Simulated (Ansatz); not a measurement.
`[GeH3][SiH2][GeH3]` + H₂O → `O[SiH2][GeH3]` + GeH₄ at 700 K and 1 bar (formal hydrolysis of the Si–Ge bond).

Calculated with Ansatz (gas phase, PBE0-D4/def2-TZVP geometries, no zero-point term in ΔE). CBS: MP2 limit from def2 TZ/QZ plus the TZ coupled-cluster correction, frozen cores. This one scheme is used for every species. For Ge outer-core shells are correlated without core-valence functions, which leaves a few kJ/mol of doubt a bond. Scalar relativity is left out up to krypton. One conformer a species, not always the lowest.

| species | CCSD(T)/CBS energy (Eh) | H − E (kJ/mol) | S (J/(mol·K)) |
| --- | --- | --- | --- |
| `[GeH3][SiH2][GeH3]` | -4446.10285 | 254.5 | 506.2 |
| H₂O | -76.37941 | 80.5 | 218.4 |
| `O[SiH2][GeH3]` | -2444.00682 | 213.5 | 441.5 |
| GeH₄ | -2078.49493 | 112.9 | 267.3 |

H − E and S are ideal-gas, rigid-rotor, harmonic terms from PBE0-D4/def2-TZVP, for one conformer and one mirror image of each species. 1 Eh = 2625.50 kJ/mol, R = 8.31446 J/(mol·K).

Q: By hand: ΔE, ΔH, ΔS and ΔG.

A: ΔE = (-2444.00682) + (-2078.49493) − (-4446.10285) − (-76.37941) = -0.01949 Eh = -51.2 kJ/mol. Δ(H − E) = 213.5 + 112.9 − 254.5 − 80.5 = -8.6, so ΔH = -59.8 kJ/mol. ΔS = 441.5 + 267.3 − 506.2 − 218.4 = -15.8 J/(mol·K). ΔG = -59.8 − 700 × (-15.8)/1000 = -48.7 kJ/mol.

Q: By hand: the equilibrium constant, and the temperature at which ΔG would vanish if ΔH and ΔS stayed fixed.

A: log₁₀ K = −ΔG/(RT ln 10) = 3.6. ΔG = 0 at ΔH/ΔS = 3785 K, far beyond where these terms or the molecules hold.

ΔH outweighs TΔS. A doubt of 5 kJ/mol in ΔE shifts log₁₀ K by 0.4 here. Other conformers and mirror images would add mixing entropy, several J/(mol·K) or more a flexible species. These are equilibria of isolated gas molecules and say nothing of rates. Largest T1 diagnostic: 0.012 (customary marks: 0.02 for closed shells, 0.045 for open ones).
